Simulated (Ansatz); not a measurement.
`[SiH3][SnH]([SiH3])[SiH3]`, relaxed with RKS PBE0-D4/def2-TZVP in Ansatz from a PBE-D4/def2-SVP geometry. The force threshold is 0.005 eV/Å; the program also tests the step.

Total charge 0; spin multiplicity 1. Sn: def2 effective core potential.

Start:

```xyz
14

Si    2.207    0.776    0.708
Sn   -0.309    0.181    0.627
Si   -0.590   -2.362    0.245
Si   -1.452    1.489   -1.290
H     2.400    2.254    0.921
H     2.896    0.034    1.822
H     2.855    0.392   -0.596
H    -1.048    0.616    2.133
H     0.063   -3.144    1.354
H    -2.048   -2.737    0.185
H     0.057   -2.749   -1.058
H    -2.915    1.144   -1.375
H    -0.799    1.133   -2.600
H    -1.318    2.973   -1.077
```

Q: How much energy does the relaxation release, and in how many steps? (An estimate is asked.)

A: Computed: 0.04 eV, in 4 steps.

Q: Which bonds change most? (Estimate.)

A: Ansatz gave: Sn2–Si3 from 2.587 to 2.563 Å; Si1–Sn2 from 2.587 to 2.563 Å; Sn2–Si4 from 2.587 to 2.563 Å; Sn2–H8 from 1.734 to 1.713 Å.

Q: Give the relaxed structure. (Best estimate.)

A: The calculation gave: 
```xyz
14

Si    2.192    0.771    0.704
Sn   -0.300    0.176    0.610
Si   -0.586   -2.344    0.242
Si   -1.441    1.477   -1.281
H     2.377    2.231    0.918
H     2.867    0.037    1.807
H     2.838    0.394   -0.582
H    -1.030    0.606    2.099
H     0.059   -3.112    1.341
H    -2.028   -2.707    0.187
H     0.050   -2.732   -1.045
H    -2.887    1.135   -1.357
H    -0.802    1.126   -2.578
H    -1.307    2.942   -1.066
```
